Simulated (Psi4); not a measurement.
Noncovalent pair: F2H2Si (SMILES F[SiH2]F) (first 5 atoms) with HF (SMILES F); geometry from B3LYP-D3(BJ)/def2-TZVP.
(charge 0, multiplicity 1):
```xyz
7

F      0.6569     0.0164    -1.4508
Si     0.0794    -0.3877    -0.0273
F      0.6496     0.6904     1.0242
H     -1.3818    -0.2644    -0.0483
H      0.6058    -1.7036     0.3495
F     -0.3567    -0.0250     3.4329
H      0.1207     0.4535     2.7934
```

The numbers are results of SAPT0/jun-cc-pV(D+d)Z (Psi4 1.11), not measurements.

Question: Give the four SAPT terms and the total, and say what mostly holds the pair together.

Answer: electrostatics -7.01, exchange 5.54, induction -1.86, dispersion -1.05, total -4.38 kcal/mol; the largest attraction is electrostatics.
